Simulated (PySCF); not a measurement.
**Correlation energy of Si+ (silicon, charge +1)**

Starting occupation: [Ne] 3s1 3p1 4s1, 3s1/2 with m_j = +1/2, 3p3/2 with m_j = +3/2, 4s1/2 with m_j = +1/2. Computed with PySCF 2.14 in x2c-TZVPall-2c with one added diffuse shell each of s, p type (6s7p2d1f, 44 functions), with X2C-1e with screened-nucleus spin-orbit coupling, Gaussian nucleus. Frozen: [Ne]; 3 electrons correlated; the 6 highest virtual spinors left out.

MP2 pair energies summed by pair of shells (mhartree):

```tsv
pair	energy	share (%)
3p-3s	-3.82	42.7
3p-4s	-2.95	33.0
3s-4s	-2.18	24.3
```

Total MP2 correlation energy: -8.94 mhartree.

The GHF reference relaxed away from the jj start to a determinant that is no pure jj level (⟨S²⟩ = 3.75, ⟨J²⟩ = 8.76); the energies belong to that determinant.
